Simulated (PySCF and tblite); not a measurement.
The numbers below are computed, except where a source is named.
System: C5H11NO, numbered as in [CH3:1][CH:2]([CH3:3])[N:4]([CH3:5])[CH:6]=[O:7].

Two runs for the rotation about the C2–N4 bond (torsion C1–C2–N4–C5 from 65° to -118°, falling) on the same GFN2-xTB geometries. The first, BP86/pcSseg-1 + D3(BJ), gave a barrier of 6.3 kcal/mol. The second was started with:

```json
{"job": {"kind": "nmr", "xc": "BP86", "basis": "pcSseg-1", "grid": 0, "pop": false}, "charge": 0, "multiplicity": 1}
```

```
final grid: 14400 points
cycle   1  E = -326.8262361734  dE =  7.389e-01  |g| = 9.979e-01  |ddm| = 3.601e+00
cycle   2  E = -325.2610327590  dE =  1.565e+00  |g| = 2.740e+00  |ddm| = 4.456e+00
cycle   3  E = -326.9731013540  dE = -1.712e+00  |g| = 5.027e-01  |ddm| = 4.129e+00
cycle   4  E = -327.0245598279  dE = -5.146e-02  |g| = 2.221e-01  |ddm| = 5.849e-01
cycle   5  E = -327.0337214808  dE = -9.162e-03  |g| = 1.013e-01  |ddm| = 2.286e-01
cycle   6  E = -327.0357925658  dE = -2.071e-03  |g| = 2.107e-02  |ddm| = 7.393e-02
cycle   7  E = -327.0358872189  dE = -9.465e-05  |g| = 5.388e-03  |ddm| = 1.761e-02
cycle   8  E = -327.0358936805  dE = -6.462e-06  |g| = 1.577e-03  |ddm| = 6.962e-03
cycle   9  E = -327.0358942161  dE = -5.356e-07  |g| = 3.048e-04  |ddm| = 1.306e-03
cycle  10  E = -327.0358942267  dE = -1.059e-08  |g| = 1.972e-04  |ddm| = 3.897e-04
cycle  11  E = -327.0358942358  dE = -9.069e-09  |g| = 3.656e-05  |ddm| = 2.128e-04
cycle  12  E = -327.0358942361  dE = -3.299e-10  |g| = 5.958e-06  |ddm| = 4.009e-05
converged SCF energy = -327.0358942361
```

Problem. What is wrong with the second run, and what did it give?

Solution. Its fault: integration grid far too coarse. It ran through; the barrier from its energies is 7.0 kcal/mol, off by 0.8.
